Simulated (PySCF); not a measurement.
Run record for `FCO/C=C\CC(F)(F)F`: PW91/def2-SVP, energy threshold 1e-11 Eh, full TDDFT, 25 singlets.

Method: TDDFT PW91/def2-SVP, vertical, gas phase, core orbitals frozen in the response (PySCF 2.14.0, density-fitted response routines). Geometry: GFN2-xTB. The input is one job of a driver script: a line of settings, then coordinates in Å.

Command:
```bash
OMP_NUM_THREADS=1 python probes_run.py task.json out
```

Input:
```
{"job": {"kind": "uv", "xc": "PW91", "basis": "def2-SVP", "nstates": 25, "ntriplets": 5, "tda": false, "scf": {"conv": 1e-11}}, "charge": 0, "multiplicity": 1}
F      3.382934    -0.987139     0.012822
C      2.771406     0.238674    -0.089232
O      1.421247     0.096247    -0.271883
C      0.701995    -0.337459     0.811939
C     -0.581402    -0.654904     0.724497
C     -1.364227    -0.546232    -0.549902
C     -2.268657     0.673511    -0.510457
F     -1.588207     1.814070    -0.331281
F     -3.173121     0.610867     0.479465
F     -2.965472     0.820426    -1.649464
H      3.178540     0.729930    -0.979147
H      3.031152     0.785339     0.831704
H      1.248355    -0.417417     1.743277
H     -1.112049    -0.968730     1.607469
H     -2.001713    -1.419960    -0.698957
H     -0.688380    -0.428280    -1.397492
```

Q: Predict the output.

A: 
```
final grid: 145896 points
cycle   1  E = -667.7734203007  dE =  1.392e+00  |g| = 1.163e+00  |ddm| = 4.316e+00
cycle   2  E = -667.2356451614  dE =  5.378e-01  |g| = 2.140e+00  |ddm| = 2.765e+00
cycle   3  E = -668.0051047371  dE = -7.695e-01  |g| = 1.453e-01  |ddm| = 1.842e+00
cycle   4  E = -668.0075390887  dE = -2.434e-03  |g| = 1.062e-01  |ddm| = 2.435e-01
cycle   5  E = -668.0098802668  dE = -2.341e-03  |g| = 4.339e-02  |ddm| = 1.386e-01
cycle   6  E = -668.0103558493  dE = -4.756e-04  |g| = 9.153e-03  |ddm| = 4.926e-02
cycle   7  E = -668.0103757643  dE = -1.991e-05  |g| = 1.993e-03  |ddm| = 1.035e-02
cycle   8  E = -668.0103765498  dE = -7.855e-07  |g| = 5.047e-04  |ddm| = 2.258e-03
cycle   9  E = -668.0103765924  dE = -4.265e-08  |g| = 2.396e-04  |ddm| = 6.017e-04
cycle  10  E = -668.0103766032  dE = -1.076e-08  |g| = 3.921e-05  |ddm| = 2.331e-04
cycle  11  E = -668.0103766034  dE = -2.219e-10  |g| = 2.511e-05  |ddm| = 6.164e-05
cycle  12  E = -668.0103766035  dE = -1.276e-10  |g| = 5.307e-06  |ddm| = 2.574e-05
cycle  13  E = -668.0103766035  dE = -5.002e-12  |g| = 1.921e-06  |ddm| = 5.747e-06
converged SCF energy = -668.0103766035

Static polarisability (au): isotropic 60.167, principal 44.166 53.637 82.698

Singlet excitations
state   eV       nm        f      main configurations
  1   6.6457    186.6   0.35559   H->L 0.73, H->L+1 0.13
  2   7.0414    176.1   0.05029   H->L+1 0.84
  3   7.1556    173.3   0.02672   H-1->L 0.90
  4   7.5182    164.9   0.00444   H->L+2 0.84, H->L+3 0.11
  5   7.7788    159.4   0.02434   H->L+3 0.82
  6   8.0625    153.8   0.01455   H-2->L 0.89
  7   8.1616    151.9   0.00776   H->L+4 0.94
  8   8.2624    150.1   0.00048   H-4->L 0.95
  9   8.3122    149.2   0.01853   H-3->L 0.85
 10   8.3426    148.6   0.00544   H->L+5 0.61, H-5->L 0.37
 11   8.3874    147.8   0.00383   H-5->L 0.52, H->L+5 0.35
 12   8.5252    145.4   0.00165   H-6->L 0.94
 13   8.6611    143.2   0.01135   H->L+6 0.95
 14   8.8292    140.4   0.00414   H-7->L 0.66, H-8->L 0.27
 15   8.8885    139.5   0.02712   H-1->L+1 0.95
 16   8.9262    138.9   0.00257   H->L+7 0.97
 17   9.1519    135.5   0.01164   H-8->L 0.40, H-9->L 0.31, H->L+8 0.17
 18   9.2152    134.5   0.00038   H->L+8 0.79, H-9->L 0.12
 19   9.4010    131.9   0.03922   H-1->L+2 0.96
 20   9.5419    129.9   0.00637   H-1->L+3 0.88
 21   9.6408    128.6   0.02343   H-10->L 0.36, H-9->L 0.23, H->L+9 0.14
 22   9.7208    127.5   0.00328   H-2->L+1 0.58, H->L+9 0.33
 23   9.7628    127.0   0.01277   H->L+9 0.47, H-2->L+1 0.37
 24   9.8107    126.4   0.00920   H-10->L 0.48, H-11->L 0.23, H-9->L 0.09
 25   9.8998    125.2   0.01092   H-3->L+1 0.94

Triplet excitations (Tamm-Dancoff, eV): 4.3221 6.8022 6.9850 7.3422 7.5737
```

H and L stand for HOMO and LUMO; the number after each pair is its weight.

Q: How does the lowest singlet excitation compare with the HOMO–LUMO gap?

A: HOMO -6.00 eV and LUMO -0.78 eV give a gap of 5.22 eV; S1 at 6.65 eV lies 1.43 eV above it.

Q: Which computed singlet has the largest oscillator strength, and what do all of them sum to?

A: State 1 at 6.65 eV (187 nm), f = 0.356; the 25 states sum to 0.676.

In short: SCF converged in 13 cycles with 170 basis and 926 fitting functions; HOMO -6.00 eV, LUMO -0.78 eV; lowest singlet 6.65 eV; lowest triplet 4.32 eV (Tamm–Dancoff); mean polarisability 60.2 au.

Q: Estimate the wall time. Hardware: Arm Neoverse N1, one thread, no GPU, shared host with 64 logical CPUs at a one-minute load of 13. And the peak memory of the process?

A: About 83 s, with 0.71 GiB resident at the peak, the Python interpreter and its libraries included.

The values belong to the conformer `[F:1][CH2:2][O:3]/[CH:4]=[CH:5]\[CH2:6][C:7]([F:8])([F:9])[F:10]`: F1–C2–O3–C4 71°, C2–O3–C4–C5 -172°, C4–C5–C6–C7 -104°, C5–C6–C7–F8 59°.
